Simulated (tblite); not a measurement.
Species: C6H9O (doublet state).
Geometry (GFN2-xTB, Å), atoms numbered from 1 in this order:
```
atom  x, y, z in Å
C1     2.0550    1.0943   -0.7484
C2     1.1908    0.1921   -1.1948
C3     0.1159   -0.4333   -0.4010
C4    -0.0482   -1.7952   -0.5185
C5    -0.7025    0.3545    0.4111
C6    -1.7990   -0.1955    1.2593
O7    -0.6220    1.7109    0.4475
H8     2.0620    1.4370    0.2749
H9     2.8292    1.4942   -1.3817
H10    1.2751   -0.1696   -2.2123
H11    0.5982   -2.3689   -1.1561
H12   -0.7972   -2.3295    0.0323
H13   -2.5691   -0.6628    0.6444
H14   -2.2448    0.6176    1.8256
H15   -1.4171   -0.9469    1.9490
H16    0.0661    2.0101   -0.1654
```

Method: GFN2-xTB as coded in tblite; computed harmonic values from a numerical Hessian at the method's own geometry, unscaled. The method is semi-empirical: single wavenumbers can be off by several per cent or more. One conformer, not necessarily the lowest. Open shells enter through the occupations alone, without spin polarisation, and single modes of such species can be off by tens of per cent.

Harmonic wavenumbers (cm⁻¹): 98.4, 126.9, 148.8, 211.1, 288.9, 312.1, 374.1, 413.0, 456.4, 525.3, 557.0, 589.6, 683.0, 703.2, 766.3, 892.8, 907.9, 990.9, 1012.4, 1019.9, 1033.4, 1093.1, 1225.6, 1278.2, 1294.8, 1356.6, 1390.5, 1420.7, 1459.9, 1468.6, 1485.3, 1491.3, 1681.2, 2977.9, 3005.3, 3045.5, 3057.3, 3089.0, 3117.1, 3135.5, 3170.5, 3427.1.

A = 3778, B = 2368, C = 1527 MHz; mass 97.065 u (most abundant isotopes); point group C1, symmetry number 1; spin multiplicity 2.

Question: What is the zero-point energy?

Answer: ½Σν̃ = 28391 cm⁻¹ = 339.64 kJ/mol.

Question: What is S at 500 K and 1 bar for an ideal gas of classical rigid rotors and harmonic oscillators?

Answer: Translation 176.66, rotation 121.74, vibration 154.01, spin (R ln 2) 5.76: S = 458.2 J/(mol K).

Question: And Cp and H(500 K) − H(0)?

Answer: Cp = 200.38 J/(mol K), of which vibrations give 167.12 (their classical limit is 42 R = 349.2); H(500 K) − H(0) = 59.02 kJ/mol without the zero-point energy, 42.40 from vibrations.

Question: Blend soft modes into free rotors: weight 1/[1 + (100 cm⁻¹/ν̃)⁴] for the oscillator and the rest for a rotor with moment μB/(μ + B), μ = h/(8π²ν), B = 10⁻⁴⁴ kg m². What vibrational entropy results?

Answer: 150.01 J/(mol K) in place of 154.01, which changes −T·S at 500 K by +2.00 kJ/mol.

Question: How do the functions run with temperature in this model?

Answer: 
```csv
T (K),S (J/(mol K)),Cp (J/(mol K)),H − H(0) (kJ/mol),G − H(0) (kJ/mol),ln q(vib)
100,268.0,63.8,4.51,-22.29,0.66
200,323.9,101.8,12.80,-51.99,2.35
300,372.2,138.3,24.82,-86.83,4.27
800,566.4,259.6,128.82,-324.33,14.30
1000,627.3,285.6,183.47,-443.83,18.02
```

q(vib) and H(0) count from the zero-point level.

Question: Which modes carry the vibrational entropy at 500 K?

Answer: 98.4 cm⁻¹: 18.83; 126.9 cm⁻¹: 16.74; 148.8 cm⁻¹: 15.43; 211.1 cm⁻¹: 12.59; 288.9 cm⁻¹: 10.09; 312.1 cm⁻¹: 9.48 J/(mol K); the other 36 give 70.85 together.

Hindered rotation and anharmonicity are outside this model. Other conformers, if any are populated, would add a mixing term that is left out. The structure is chiral; the term R ln 2 for an equal mix with its mirror image is left out.
